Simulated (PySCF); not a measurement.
Mapped SMILES: `[F:1][CH:2]([F:3])[C:4]1=[CH:5][CH:6]=[CH:7][BH:8][CH:9]=[CH:10]1`; H(Xn) means a hydrogen on atom n.

Relativity neglected, no solvent model, one averaged value for each set of equivalent atoms, one conformer. Structure optimised with PBE0-D3(BJ)/def2-SVP; shieldings: GIAO PBE0/pcSseg-1; PySCF 2.14.

Referencing at the same level of theory: ¹³C (184.41 ppm) and ¹H (31.27 ppm) against TMS; ¹⁹F (177.25 ppm) vs CFCl3; ¹¹B (100.73 ppm) against BF3·OEt2.

```
 atoms  nucleus  count  δ (ppm)
 H(C2)       ¹H      1     6.49
    C7      ¹³C      1    167.9
    C5      ¹³C      1        ?
   C10      ¹³C      1        ?
 H(C5)       ¹H      1     8.27
 H(C9)       ¹H      1     8.67
    C4      ¹³C      1    149.7
 H(C7)       ¹H      1     8.78
    C6      ¹³C      1        ?
 H(C6)       ¹H      1        ?
    C2      ¹³C      1    120.9
 H(B8)       ¹H      1        ?
    B8      ¹¹B      1     45.1
    C9      ¹³C      1    164.1
 F1/F3      ¹⁹F      2   -108.0
H(C10)       ¹H      1     8.00
```

**Question.** Estimate the values marked ?.

**Answer.** 
- C6: 155.0 ppm, alkene CH; as expected for a trigonal carbon in a double bond
- C10: 153.9 ppm, alkene CH; an sp2 carbon of a C=C bond
- C5: 143.8 ppm, alkene CH; the olefinic region
- H(C6): 8.41 ppm, hydrogen on an alkene CH
- H(B8): 6.53 ppm, hydrogen on a boron bonded to 2 C, in a 7-membered ring

Hydrogens on boron are broadened and split by ¹¹B (spin 3/2, 80 %) and 10B (spin 3). A carbon bonded to boron is broadened by the quadrupolar boron nucleus and is often missing from a measured spectrum. Shifts are as computed. Against solution values, carbons near 30 ppm lie about +2 ppm off and those near 130 ppm about +5 ppm. Of 1211 compounds with measured shifts, 218 miss one by over three times the rms of a fit or turn the order of signals round; such compounds aren't used in these exercises. Unscaled 19F shifts against computed CFCl3 carry errors that often reach 10 to 50 ppm.
